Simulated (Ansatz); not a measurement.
Ansatz (a first-principles code) input (RI-MP2/def2-TZVPPD):
A basis named .json is the Basis Set Exchange file of that set.

Ansatz 0.2 input:
```yaml
crystal:
  periodic: [false, false, false]
  atoms:
    - {symbol: Au, position_ang: [-0.00000000, -0.00000000, -0.02298669]}
    - {symbol: Cl, position_ang: [0.00000000, 0.00000000, 2.22759416]}
    - {symbol: O, position_ang: [-0.00000000, -0.00000000, -3.05909148]}
    - {symbol: C, position_ang: [-0.00000000, -0.00000000, -1.93007001]}
basis:
  gaussian:
    orbitals: def2-TZVPPD.json
    fitting: {mean_field: def2-universal-jkfit, correlation: def2-TZVPPD-RIFIT.json}
magnetization: {spin_polarized: false}
correlation: {method: mp2, electrons: outside_noble_gas}
```

Output:

```
Functional definition: HF
integrals: 0.16 GiB planned
527 factors; integrals over basis functions are off by at most 1.4e0 eV
516 factors; integrals over basis functions are off by at most 7.9e-1 eV
mean field: 0.58 GiB planned
mean field evaluation 1: about -19240.0635 eV, gradient 3.4e1 eV
mean field evaluation 2: about -19241.3262 eV, gradient 2.9e1 eV
mean field evaluation 4: about -19242.6880 eV, gradient 1.3e0 eV
mean field evaluation 8: about -19242.6928 eV, gradient 1.7e-6 eV
mean field -19242.69282731 eV, -707.1559182382 hartree, gradient 1.7e-6 eV, S^2 0.000000; 0 other end points of the search recorded, 0 dependent functions left out
11 core orbitals not correlated
reference -19242.69282731 eV, -707.1559182382 hartree; 14, 14 occupied and 162, 162 virtual orbitals, 516 factors
second order -26.61484607 eV of doubles, -0.00000000 eV of singles
Total energy: -19269.30767339 eV, -708.1339957911 hartree
```
